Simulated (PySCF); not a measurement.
Bond curve of CsB⁺

Set-up: Cs def2-SVP with ECP46, B def2-SVP; scalar-relativistic core potentials (PySCF 2.14). Energies in eV from Cs⁺ + B in their ground configurations at the same level. State: ²Σ⁺ (doublet), unpaired electrons σ ↑.

All columns are UHF. A positive dipole points towards B; it is taken about the centre of mass and depends on that origin.

```
R (Å)  E (eV)  μ (D)  Mulliken charge on Cs (basis-dependent)  HOMO (eV)  LUMO (eV)  Mayer bond order  ⟨S²⟩
3.275  -0.011   0.07                                     0.96     -13.15      -3.22              0.06  0.76
3.427  -0.104   0.00                                     0.97     -13.02      -3.18              0.05  0.76
3.579  -0.157  -0.07                                     0.97     -12.88      -3.20              0.05  0.76
3.694  -0.179  -0.14                                     0.97     -12.77      -3.21              0.05  0.76
3.808  -0.191  -0.21                                     0.98     -12.66      -3.22              0.04  0.76
3.922  -0.195  -0.29                                     0.98     -12.56      -3.24              0.04  0.76
4.075  -0.192  -0.39                                     0.98     -12.41      -3.25              0.04  0.76
4.265  -0.182  -0.53                                     0.98     -12.25      -3.27              0.04  0.76
4.493  -0.165  -0.70                                     0.98     -12.06      -3.29              0.04  0.76
4.798  -0.140  -0.92                                     0.98     -11.83      -3.32              0.04  0.76
```

A fit through these points gives, at Re = 3.948 Å, μ = -0.31 D and dμ/dR = -0.690 D/Å; the reduced mass is 10.17 u.

How strong is the fundamental in the double-harmonic approximation, I = 42.26·(dμ/dR)²/μred km/mol?

I = 42.26·(-0.690)²/10.17 = 1.98 km/mol at UHF.

Spin–orbit coupling is left out, which matters for elements this heavy, above all for dissociation energies. For an ion De counts to the pair picked by the measured ionisation energies or electron affinities, which need not be the lowest pair at this level. Hartree–Fock leaves out correlation, which carries a large part of most bond energies and some tenths to 1 eV of ionisation energies. The state is the lowest determinant that a PBE0 search found; another state may lie lower at other levels.
